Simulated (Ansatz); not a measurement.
```yaml
crystal:
  periodic: [false, false, false]
  atoms:
    - {symbol: B, position_ang: [0.648766, 0.596908, -0.703491]}
    - {symbol: C, position_ang: [-0.512241, 0.101130, 0.187554]}
    - {symbol: O, position_ang: [0.683292, -0.896112, 0.020428]}
    - {symbol: O, position_ang: [-0.634296, 0.480634, 1.474914]}
    - {symbol: h, position_ang: [0.539809, 0.492643, -1.892396]}
    - {symbol: H, position_ang: [1.486265, 1.294057, -0.218440]}
    - {symbol: H, position_ang: [-1.390273, -0.400247, -0.222926]}
    - {symbol: H, position_ang: [0.445652, -1.569595, -0.626549]}
    - {symbol: H, position_ang: [-1.178472, -0.145618, 1.963807]}
basis:
  gaussian: {orbitals: def2-SVP}
magnetization: {spin_polarized: true, initial_magnetization: 2}
hamiltonian: {xc: {name: r2SCAN0}, dispersion: d4}
accuracy: high
scf: {lower_state_search: full}
```

```sh
$ ansatz run in.yaml --threads 2 --pin off --events-out ev --progress --plain --max-ram 4352MiB
```

Output, abridged:

```
Error: YAML parse error: error: line 8 column 16: `h` is not an element symbol (H … Og, case-exact)
  --> <input>:8:16
   |
 6 |     - {symbol: O, position_ang: [0.683292, -0.896112, 0.020428]}
 7 |     - {symbol: O, position_ang: [-0.634296, 0.480634, 1.474914]}
 8 |     - {symbol: h, position_ang: [0.539809, 0.492643, -1.892396]}
   |                ^ `h` is not an element symbol (H … Og, case-exact)
 9 |     - {symbol: H, position_ang: [1.486265, 1.294057, -0.218440]}
10 |     - {symbol: H, position_ang: [-1.390273, -0.400247, -0.222926]}
   |
```

In this input an element symbol is wrong. The program refused the input.
